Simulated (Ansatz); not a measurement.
Born–Oppenheimer molecular dynamics of BBrClFH₃N (8 atoms, charge 0, multiplicity 1). It starts at the highest image of a converged band. Of that band: The profile has 2 maxima (images 4, 8) with wells between them (image 6): this band takes more than one step, which may be the mechanism or a detour left from its start path. A vibrational analysis at the climbing image gives one clearly imaginary mode, 529i cm⁻¹: a first-order saddle point.

These are results of Ansatz 0.2.0, RKS B3LYP/def2-SVP, not measurements.

| Quantity | Value |
| --- | --- |
| ensemble | NVE (velocity Verlet) |
| time step | 0.5 fs |
| steps asked | 200 |
| starting velocities drawn for | 300 K |
| seed | 5105 |

First frame:

```xyz
8
Properties=species:S:1:pos:R:3
B -0.036 0.329 -0.129
F 0.076 -0.213 1.415
Cl 1.507 0.091 -0.961
N -1.256 -0.050 -0.698
H -2.147 0.146 -0.258
H -1.318 -0.229 -1.692
Br -0.086 2.407 0.903
H 0.081 0.800 1.747
```

Q: How far do the bonds stretch over the last three quarters of this one trajectory? (Pairs bonded in most of those frames.)

A: 
```json
{"bond": "B1–Cl3", "mean (Å)": "1.782", "spread (Å)": "0.036", "shortest": "1.70", "longest": "1.83"}
{"bond": "B1–N4", "mean (Å)": "1.394", "spread (Å)": "0.020", "shortest": "1.36", "longest": "1.44"}
{"bond": "B1–Br7", "mean (Å)": "2.070", "spread (Å)": "0.142", "shortest": "1.91", "longest": "2.33"}
{"bond": "F2–H8", "mean (Å)": "0.951", "spread (Å)": "0.029", "shortest": "0.93", "longest": "1.03"}
{"bond": "N4–H5", "mean (Å)": "1.016", "spread (Å)": "0.017", "shortest": "0.99", "longest": "1.05"}
{"bond": "N4–H6", "mean (Å)": "1.017", "spread (Å)": "0.024", "shortest": "0.97", "longest": "1.05"}
```

Mean temperature of the second half: 911 K. The conserved energy stayed within 0.18 meV per atom of its start (net change 0.09 meV per atom), so the integration is sound. The kinetic energy rose, since the run started high on the potential surface and went downhill. It ends in pieces (BBrClH2N + FH), so much of that is their flight and rotation, not heat. A run of 0.1 ps of so small a system gives no equilibrium averages. The orbitals stay closed-shell, which can raise the energy where a bond breaks towards radicals; this wasn't checked here.

Run time: 4.2 min on 2 threads of AMD EPYC 9R45 96-Core Processor (Zen 5), on a shared host, peak memory 0.27 GiB.
